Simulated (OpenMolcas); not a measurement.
## Rh4+: effect of the active space

```
Program             : OpenMolcas
Method              : SS-CASPT2 or its RAS form, IPEA 0.25 Eh, imaginary shift 0.1 Eh
Basis               : ANO-RCC-VQZP
Scalar Hamiltonian  : DKH2, point nucleus
Spin-orbit coupling : RASSI with atomic mean-field integrals over the reference wave functions, term energies averaged over their components
```

A. 5 electrons in 5 orbitals (4d); 2S+1 = 6 even, 1 root; 2S+1 = 4 even, 24 roots; 2S+1 = 2 even, 75 roots; closed shells correlated: 4s 4p; CASPT2 step about 70 core-seconds
B. 11 electrons in 8 orbitals (RAS1 4p, at most 2 holes; RAS2 4d); 2S+1 = 6 even, 1 root; 2S+1 = 4 even, 24 roots; 2S+1 = 2 even, 67 roots; closed shells correlated: 4s; CASPT2 step roughly 90 core-seconds
C. 5 electrons in 10 orbitals (4d 5d); 2S+1 = 6 even, 1 root; 2S+1 = 4 even, 24 roots; 2S+1 = 2 even, 67 roots; closed shells correlated: 4s 4p; CASPT2 step of the order of 19 core-minutes

Energies in eV above 4d5 6S 5/2.

```csv
Level,A,B,C
4d5 6S 5/2,0.0000,0.0000,0.0000
4d5 4G 5/2,3.229,3.227,3.237
4d5 4G 7/2,3.274,3.272,3.284
4d5 4G 11/2,3.289,3.286,3.306
4d5 4G 9/2,3.300,3.298,3.314
4d5 4P 5/2 [53 %],3.549,3.579,3.568
4d5 4P 3/2 [57 %],3.626,3.657,3.642
4d5 4P 1/2 [68 %],3.743,3.776,3.758
4d5 4D 7/2,3.903,3.944,3.929
4d5 4D 1/2 [69 %],4.053,4.093,4.071
4d5 4D 5/2 [57 %],4.130,4.169,4.149
4d5 4D 3/2 [56 %],4.141,4.182,4.160
4d5 2I 11/2,4.788,4.748,4.794
4d5 2I 13/2,4.878,4.840,4.890
4d5 2D 3/2(1) [50 %],5.208,5.231,5.217
4d5 4F 7/2 [62 %],5.334,5.341,5.344
4d5 4F 9/2 [74 %],5.335,5.340,5.350
4d5 4F 5/2,5.453,5.462,5.461
4d5 2F 7/2(1) [64 %],5.610,5.627,5.628
4d5 4F 3/2 [50 %],5.654,5.699,5.667
4d5 2G 7/2(1),5.957,5.971,5.957
4d5 2H 11/2,6.106,6.074,6.112
4d5 2F 5/2(2) [71 %],6.318,6.360,6.326
4d5 2F 7/2(2),6.320,6.352,6.326
```

The spin-orbit steps hold different terms of 4d5 (B lacks a 2D, 2P; C lacks a 2D, 2P), which shifts levels as well.

Among A to C the level of the table that moves most is 4d5 2I 13/2, by 410 cm-1 (lowest in B, highest in C). Moves below CASPT2's spread within the term are not significant.

Term energies are means over components that CASPT2 splits; among the terms shown or strongly mixed into the levels shown the widest spread is 320 cm-1 (4d5 4F, B). Active for correlation alone: 4p; no level in the range computed is led by a configuration that opens it, so any true level of that kind is missing (holds for B). The CASPT2 spread within a term exceeds the gap to the next term for 4d5 2D(1) and 4d5 4F, so the order of their levels is uncertain, and so are names and mixing where such terms share a J (holds for B). Active for correlation alone: 5d; no level in the range computed is led by a configuration that fills it, so any true level of that kind is missing (holds for C). Only configurations of the active space appear. The table leaves out levels that lie high or whose names do not pair safely across all columns.

A share in square brackets marks a mixed level and gives the weight of the term that names it, the lowest over the columns. A number in round brackets counts repeated terms of one configuration in the order of the reference energies.
